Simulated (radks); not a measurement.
Ge VIII, 25 electrons, occupied as [Ne] 3s1 3p6 3d7 4f1 (not the ground configuration). Method: Dirac Kohn-Sham, XLYP, spin-unpolarised, spherical densities, finite nucleus; open shells fill j = l - 1/2 first; Fermi nuclear charge, rms radius 4.0742 fm; computed with a radial shooting solver on a logarithmic mesh with Libxc functionals.

Spin-orbit splittings of the eigenvalues, e(l+1/2) - e(l-1/2), with zeta = 2 splitting/(2l+1) and mean radii in bohr:

shell  occ.  splitting (eV)  zeta (eV)  <r> j=l-1/2  <r> j=l+1/2
2p        6           31.96      21.31       0.1810       0.1846
3p        6           4.841      3.228       0.6030       0.6115
3d        7          0.7833     0.3133       0.6092       0.6119
4f        1        0.008743   0.002498        2.061        2.062
